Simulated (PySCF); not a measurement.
PySCF job for C₄H₆NO, SMILES C1CC([N]C1)=O, multiplicity 2, SMD-M06-2X/def2-SVP. Geometry: PBE0-D3(BJ)/def2-SVP. The isomer is the one that the SMILES or the coordinates give; other isomers of the formula were not compared. The values are those of a single conformer.

```python
import numpy as np
from pyscf import gto, scf, dft
from pyscf.solvent import smd

mol = gto.M(
    atom='''
    O     1.92249436   -0.67377522   -0.46733218
    C     0.79710106   -0.28979963   -0.22657764
    C     0.39055159    1.12147509    0.18245435
    C    -1.02309449    0.93316738    0.71408006
    C    -1.47059269   -0.34823825   -0.01200595
    N    -0.31453622   -1.12536082   -0.32330591
    H     0.41338523    1.75182599   -0.72360412
    H     1.11372416    1.54908085    0.88976109
    H    -1.00443635    0.75414366    1.80064762
    H    -1.69249273    1.78514833    0.53267753
    H    -1.96476653   -0.11166768   -0.98033446
    H    -2.20740799   -0.96043112    0.53494601
    ''',
    basis='def2-SVP',
    charge=0,
    spin=1,
    max_memory=1600,
    verbose=3,
)
mf = dft.UKS(mol, xc='m06-2x').density_fit(auxbasis='def2-universal-jkfit')
mf.grids.level = 4
mf.conv_tol = 1e-9
mf.max_cycle = 100
mf.kernel()
fine, coarse = mf.grids, dft.Grids(mol).set(level=1).build(with_non0tab=True)
for _ in range(3):  # follow internal instabilities
    mf.grids = coarse
    mo, _, stable, _ = mf.stability(return_status=True, nroots=4)
    mf.grids = fine
    if stable:
        break
    mf.kernel(mf.make_rdm1(mo, mf.mo_occ))
res = {}
for name in ['water', '1-octanol', 'chloroform']:
    s = mf.SMD()
    s.with_solvent.solvent, s.with_solvent.sasa_ng = name, 194
    s.kernel(mf.make_rdm1())
    res[name] = (s.e_tot, s.with_solvent.get_cds(), s.dip_moment(), s.mo_energy, s.converged)
    print(f'SMD {name}: dG(solv) = {(s.e_tot - mf.e_tot) * 627.509474:.3f} kcal/mol, of which CDS {res[name][1] * 627.509474:.3f}')
```

Output:

```

WARN: HOMO -0.259128171309616 >= LUMO -0.259128171309618

converged SCF energy = -285.605757392442  <S^2> = 0.76934114  2S+1 = 2.0192485
<class 'pyscf.df.df_jk.DFUKS'> wavefunction is stable in the internal stability analysis
converged SCF energy = -285.623015794124  <S^2> = 0.76454229  2S+1 = 2.0144898
Dipole moment(X, Y, Z, Debye): -4.41216,  3.61916,  1.25413
SMD water: dG(solv) = -10.830 kcal/mol, of which CDS -0.845
converged SCF energy = -285.618902450826  <S^2> = 0.76545841  2S+1 = 2.0153991
Dipole moment(X, Y, Z, Debye): -4.14922,  3.46757,  1.21068
SMD 1-octanol: dG(solv) = -8.249 kcal/mol, of which CDS -0.003
converged SCF energy = -285.617578570256  <S^2> = 0.76682933  2S+1 = 2.0167591
Dipole moment(X, Y, Z, Debye): -3.79209,  3.27109,  1.14372
SMD chloroform: dG(solv) = -7.418 kcal/mol, of which CDS -1.587
```

The run converged.
